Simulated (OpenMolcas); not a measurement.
Tc3+ among 6 point charges of -1 e arranged as an octahedron (Oh), 2.24 Å from the ion.
```
   2.2400    0.0000    0.0000  -1.00
   0.0000    2.2400    0.0000  -1.00
  -2.2400    0.0000    0.0000  -1.00
   0.0000   -2.2400    0.0000  -1.00
   0.0000    0.0000    2.2400  -1.00
   0.0000    0.0000   -2.2400  -1.00
```

```yaml
Program: OpenMolcas 26.06
Method: CASSCF
Basis: ANO-RCC-VTZP [7s6p4d2f1g]
Scalar_Hamiltonian: DKH2, point nucleus
Active_space: 4 electrons in 5 orbitals (4d)
State_averaging: 2S+1 = 5 even, 5 roots; 2S+1 = 3 even, 45 roots; 2S+1 = 1 even, 50 roots
Spin-orbit_coupling: state interaction with AMFI integrals over the reference wave functions
```

What is the spin-free ground state (labels of O, the rotations of Oh)?

5E, 2-fold in its orbital part, 100 % from free-ion D terms; it has the highest spin that d4 allows.

Where is the first state of the same spin?

5T2 at 3290 cm-1 above the ground state.

What are the lowest two levels with spin-orbit coupling?

A 1-fold level A1, then a 3-fold level T1 190.0 cm-1 above it. Their leading multiplicities are 5 (99 %) and 5 (99 %).

What is χT at 300 K, and how does it compare with the textbook value?

The lowest level has 2S+1 = 5, for which the spin-only value is χT = S(S+1) / 2 = 3.000 cm3 K/mol (g = 2). The computed 1.859 at 300 K differs by -1.141, through orbital momentum, spin-orbit coupling and any other state in reach.

Which ligand-field parameters describe the states?

A least-squares ligand-field fit to the states below 45000 cm-1, each weighted by its degeneracy and with a free common offset, gives 10Dq = 3447 cm-1, B = 857 cm-1 and C = 3479 cm-1 (C/B = 4.06), with an rms deviation of 45 cm-1. 

An orbital doublet at a regular site is open to a Jahn-Teller distortion, which this geometry leaves out. Without dynamic correlation the repulsion within the d shell is too large (B by tens of per cent), so at a given field states of lower spin stand too high. Point charges give a weaker field than real ligands, and real ions of this kind are as a rule low spin; the high spin found here belongs to the model. This field is weak: 10Dq is about 3447 cm-1, while octahedral complexes of 4d ions of charge 3 and more, computed by the same method with explicit ligands, had a median near 25000 cm-1. Ground spin and moment need not be those of a real site. The ground term spreads over less than 5000 cm-1, several times less than with real ligands, so orbital moments are less quenched and χT lies further from the spin-only value than at real sites. This is an electrostatic model: the charges have no orbitals. No measured value stands beside these numbers.
